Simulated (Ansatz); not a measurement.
Z-matrix (Å, degrees):
```
C
O 1 1.400
H 1 1.101 2 112.7
H 1 1.095 2 108.8 3 -118.9
H 1 1.101 2 112.8 3 122.1
Sn 2 1.980 1 119.8 3 -66.3
N 6 2.014 2 107.1 1 -168.5
C 6 2.127 2 107.9 1 74.0
H 6 1.711 2 106.5 1 -51.8
H 7 1.012 6 113.5 2 -61.1
H 7 1.012 6 113.6 2 62.1
H 8 1.090 6 110.0 2 177.5
H 8 1.090 6 109.2 2 57.6
H 8 1.090 6 110.1 2 -62.1
```

Total charge 0; spin multiplicity 1. Sn takes the def2 core potential.

(1) List the PBE/def2-TZVPP orbital energies in eV (Ansatz 0.2.0). (Estimate.)

Results:

(1) Ansatz gave: Occupied: -509.40, -379.95, -269.65, -269.00, -132.97, -88.93, -88.91, -88.87, -25.87, -25.53, -25.41, -25.33, -25.32, -23.65, -20.39, -17.18, -15.97, -12.40, -11.50, -10.51, -10.33, -10.14, -9.97, -9.78, -8.35, -7.57, -6.43, -5.94, -5.66. Lowest empty: -0.78, -0.26, -0.05, 0.63, 1.30, 1.63, 1.97, 2.07.
